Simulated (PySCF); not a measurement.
## LiCa: energy against distance

Set-up: PySCF, no relativity, basis sets Li 3-21G, Ca 3-21G. Energies in eV from Li + Ca in their ground configurations at the same level. State: ²Σ⁺ (doublet), unpaired electrons σ ↑.

All columns are PBE0. A positive dipole means Li(−)Ca(+).

```json
{"R (Å)": "3.016", "E (eV)": "-0.203", "μ (D)": "-0.95", "Mulliken charge on Li (basis-dependent)": "-0.18", "HOMO (eV)": "-3.27", "LUMO (eV)": "-1.49", "Mayer bond order": "0.79", "⟨S²⟩": "0.77"}
{"R (Å)": "3.156", "E (eV)": "-0.282", "μ (D)": "-0.91", "Mulliken charge on Li (basis-dependent)": "-0.17", "HOMO (eV)": "-3.30", "LUMO (eV)": "-1.52", "Mayer bond order": "0.75", "⟨S²⟩": "0.77"}
{"R (Å)": "3.297", "E (eV)": "-0.326", "μ (D)": "-0.83", "Mulliken charge on Li (basis-dependent)": "-0.17", "HOMO (eV)": "-3.33", "LUMO (eV)": "-1.56", "Mayer bond order": "0.70", "⟨S²⟩": "0.78"}
{"R (Å)": "3.402", "E (eV)": "-0.342", "μ (D)": "-0.76", "Mulliken charge on Li (basis-dependent)": "-0.16", "HOMO (eV)": "-3.35", "LUMO (eV)": "-1.59", "Mayer bond order": "0.66", "⟨S²⟩": "0.78"}
{"R (Å)": "3.507", "E (eV)": "-0.346", "μ (D)": "-0.69", "Mulliken charge on Li (basis-dependent)": "-0.16", "HOMO (eV)": "-3.37", "LUMO (eV)": "-1.61", "Mayer bond order": "0.62", "⟨S²⟩": "0.78"}
{"R (Å)": "3.612", "E (eV)": "-0.342", "μ (D)": "-0.62", "Mulliken charge on Li (basis-dependent)": "-0.15", "HOMO (eV)": "-3.40", "LUMO (eV)": "-1.63", "Mayer bond order": "0.58", "⟨S²⟩": "0.78"}
{"R (Å)": "3.752", "E (eV)": "-0.326", "μ (D)": "-0.53", "Mulliken charge on Li (basis-dependent)": "-0.14", "HOMO (eV)": "-3.43", "LUMO (eV)": "-1.66", "Mayer bond order": "0.52", "⟨S²⟩": "0.78"}
{"R (Å)": "3.928", "E (eV)": "-0.296", "μ (D)": "-0.43", "Mulliken charge on Li (basis-dependent)": "-0.12", "HOMO (eV)": "-3.47", "LUMO (eV)": "-1.68", "Mayer bond order": "0.45", "⟨S²⟩": "0.78"}
{"R (Å)": "4.138", "E (eV)": "-0.254", "μ (D)": "-0.33", "Mulliken charge on Li (basis-dependent)": "-0.11", "HOMO (eV)": "-3.51", "LUMO (eV)": "-1.70", "Mayer bond order": "0.37", "⟨S²⟩": "0.78"}
{"R (Å)": "4.419", "E (eV)": "-0.197", "μ (D)": "-0.24", "Mulliken charge on Li (basis-dependent)": "-0.08", "HOMO (eV)": "-3.57", "LUMO (eV)": "-1.70", "Mayer bond order": "0.27", "⟨S²⟩": "0.77"}
```

A fit through these points gives, at Re = 3.501 Å, μ = -0.70 D and dμ/dR = 0.686 D/Å; the reduced mass is 5.968 u.

**Question.** How strong is the fundamental in the double-harmonic approximation, I = 42.26·(dμ/dR)²/μred km/mol?

**Answer.** I = 42.26·(0.686)²/5.968 = 3.33 km/mol at PBE0.

The bond is weak. Basis-set superposition, not corrected here, can be much of De in a small basis, most of all at correlated wavefunction levels. Functionals without a dispersion term scatter widely for such bonds, and LDA overbinds them. 3-21G is very small, so such numbers show the basis as much as the molecule. The state was picked by a PBE0 search and need not be the measured ground state.
